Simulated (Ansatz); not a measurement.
```xyz
10

O    -1.1154   -0.9332   -1.4321
Si   -0.9121   -1.1032    0.1830
O     0.0587    0.0655    0.7987
Si    0.9766    1.3439    0.4231
F     1.8533    0.9886   -0.8657
H    -0.3731   -1.1194   -2.0092
H    -0.2796   -2.4031    0.5127
H    -2.2560   -0.9641    0.7774
H     1.9036    1.6113    1.5409
H     0.1440    2.5138    0.0711
```

The species carries charge 0 and has multiplicity 1.

List the PBE/def2-TZVPP orbital energies in eV (Ansatz 0.2.0). (Estimate.)

Ansatz gave: Occupied: -1781.00, -1780.64, -659.94, -510.65, -510.58, -138.57, -138.23, -95.37, -95.31, -95.25, -95.01, -94.97, -94.92, -29.68, -25.53, -24.97, -15.01, -13.68, -12.38, -11.12, -10.98, -10.65, -9.93, -9.82, -9.41, -8.59, -8.37, -7.78, -7.39. Lowest empty: -0.47, -0.35, -0.10, 0.72, 1.03, 1.59, 1.70, 2.20.
